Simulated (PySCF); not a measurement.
Species: C₈H₁₅BO₂.
SMILES: `B(OC)(OC)[C@H]1C2(C1)CCC2`

Torsions of this conformer, `[CH3:1][O:2][B:3]([O:4][CH3:5])[C@@H:6]1[CH2:7][C:8]12[CH2:9][CH2:10][CH2:11]2`: C1–O2–B3–O4 180°, O2–B3–O4–C5 -1°, O2–B3–C6–C7 -158°.

The closed-shell ground state was solved at several levels (PySCF, density fitting, gas phase, non-relativistic). One conformer (not necessarily the lowest) at the PBE0-D3(BJ)/def2-SVP geometry, without solvent, vibrations or thermal averaging.

| level | basis functions | total energy (Eh) | HOMO (eV) | LUMO (eV) | gap (eV) | dipole (D) |
| --- | --- | --- | --- | --- | --- | --- |
| PBE0/pcSseg-1 | 262 | -488.5868 | -7.38 | 0.90 | 8.28 | 1.23 |
| KT2/pcSseg-1 | 262 | -497.3656 | -6.18 | -0.08 | 6.10 | 1.14 |
| B3LYP/pcJ-1 | 447 | -489.2471 | -7.15 | 0.66 | 7.81 | 1.23 |

Estimate the row for CAM-B3LYP/def2-SVPD, a basis of 346 functions; the other rows only guide the guess.

Total energy -488.6408 Eh, HOMO -8.76 eV, LUMO 1.03 eV, gap 9.79 eV, dipole 1.15 D.

Over all these levels, which gives the widest orbital gap and which the narrowest?

CAM-B3LYP/def2-SVPD (range-separated hybrid) has the widest, 9.79 eV, and KT2/pcSseg-1 (GGA) the narrowest, 6.10 eV. Functional and basis both differ between the two, so the spread mixes both effects.

How far do the dipole and the HOMO energy spread over the levels?

The dipole runs from 1.14 to 1.23 D (mean 1.19 D) and the HOMO from -8.76 to -6.18 eV.
